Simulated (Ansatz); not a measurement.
`C[SiH]([AlH2])O[SiH3]` + `N[Si]S` → `[AlH2][SiH2]O[SiH3]` + `CS[Si]N`  (redistribution)

Gas-phase electronic energies from Ansatz, PBE0-D4/def2-TZVP geometries. CCSD(T)/CBS is the MP2 limit (def2-TZVPP, def2-QZVPP) plus CCSD(T) − MP2 in def2-TZVPP, frozen cores. This one scheme is used for every species. Functionals use def2-TZVPP. One conformer a species, not always the lowest.

```tsv
level	ΔE (kcal/mol)
PBE	12.8
r2SCAN	13.9
MP2/def2-TZVPP	13.9
MP2/def2-QZVPP	13.8
```

Q: What does CCSD(T)/CBS give? (An estimate is asked.)

A: Ansatz gave: +13.7 kcal/mol. The listed levels differ from it by -0.9, 0.2, 0.2, 0.1 kcal/mol.

Largest T1 diagnostic among the species: 0.014.

In def2-TZVPP, CCSD(T) changes the Hartree–Fock value by +0.9 kcal/mol (the triples alone add −0.2 kcal/mol) and MP2 by +0.8 kcal/mol.
